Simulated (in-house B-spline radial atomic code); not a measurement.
OEP/ALDAx excitations of As21+

Method: OEP/ALDAx. Computed with a B-spline radial code for spherical atoms: linear response of the closed shell [Ne] 3s2 with the adiabatic LDA exchange kernel on the exchange-only optimised effective potential; non-relativistic, point nucleus, no spin-orbit coupling, no double excitations, S, P, D and F terms only.

Without relativity these are model numbers for so heavy an element.

Command:
```bash
python run_td.py task.json out
```
Settings (radii: box in bohr, nucleus in fm):
```
Z                        33
electrons                12
configuration            [Ne] 3s2
hamiltonian              nr
method                   oep
box_radius               5.42
intervals                67
```

Time taken, with all properties: 0.2 s on 1 thread of Intel(R) Xeon(R) Platinum 8488C (Sapphire Rapids), with other jobs on the host.

The lowest states, in the order of their Tamm-Dancoff energies; the method's threshold (minus the highest occupied level) is 896.01 eV. Labels give the largest channel, * marks a mixed state, and oscillator strengths are full-response dipole values. Semilocal kernels can invert the small singlet-triplet splittings of Rydberg terms. Energies in eV:

| state | full response | Tamm-Dancoff | oscillator strength |
| --- | --- | --- | --- |
| 3s → 3p 3P | 40.72 | 41.35 | - |
| 3s → 3p 1P | 60.53 | 62.30 | 0.567 |
| 3s → 3d 3D | 112.21 | 112.39 | - |
| 3s → 3d 1D | 120.44 | 120.47 | - |
| 3s → 4s 3S | 417.30 | 417.31 | - |
| 3s → 4s 1S | ? | ? | - |
| 3s → 4p 3P | 437.00 | 437.01 | - |
| 3s → 4p 1P | 438.93 | 438.95 | 0.56 |
| 3s → 4d 3D | ? | ? | - |
| 3s → 4d 1D | 464.02 | 464.02 | - |
| 3s → 4f 3F | 475.91 | 475.95 | - |
| 3s → 4f 1F | 479.18 | 479.18 | - |
| 3s → 5s 3S | 599.70 | 599.70 | - |
| 3s → 5s 1S | 601.38 | 601.40 | - |
| 3s → 5p 3P | 609.46 | 609.47 | - |
| 3s → 5p 1P | 610.16 | 610.17 | 0.165 |
| 3s → 5d 3D | 621.86 | 621.87 | - |
| 3s → 5d 1D | 622.43 | 622.43 | - |
| 3s → 5f 3F | 628.85 | 628.86 | - |
| 3s → 5f 1F | 629.93 | 629.93 | - |

(1) Where does 3s → 4s 1S lie?

(2) Where does 3s → 4d 3D lie?

(3) How large is the singlet-triplet splitting of 3s → 3p (P terms) in Tamm-Dancoff?

(4) What polarisabilities and dispersion coefficient does the method give?

Results:

(1) At 422.24 eV in full response, 422.29 eV in Tamm-Dancoff.

(2) At 462.79 eV in full response, 462.80 eV in Tamm-Dancoff.

(3) 20.9 eV, from the unrounded values.

(4) Dipole 0.1195 bohr³, quadrupole 0.01331 bohr⁵, C6 0.02584 hartree·bohr⁶ for two such species.
